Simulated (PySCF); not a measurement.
# How methods differ on the excitation energy of Al⁺

Al⁺ [Ne] 3s2 (1S) → Al⁺ [Ne] 3s1 4s1 (3S), as a difference of total energies. Computed with PySCF 2.14 in x2c-QZVPPall with one added diffuse shell each of s, p, d, f type (10s7p5d3f1g, 86 functions), with scalar relativity by spin-free X2C-1e. Correlated levels: valence: [Ne] frozen. The calculations carry no spin-orbit coupling.

```tsv
method	excitation energy (cm⁻¹)
UHF	82763
MP2 (valence)	88470
SCS-MP2 (valence)	90255
CCSD (valence)	90159
```

Errors of the correlated levels include the incompleteness of this basis and the frozen core.

With two correlated electrons CCSD is exact in that space.

For comparison: 91275 cm⁻¹ (measured; NIST levels).
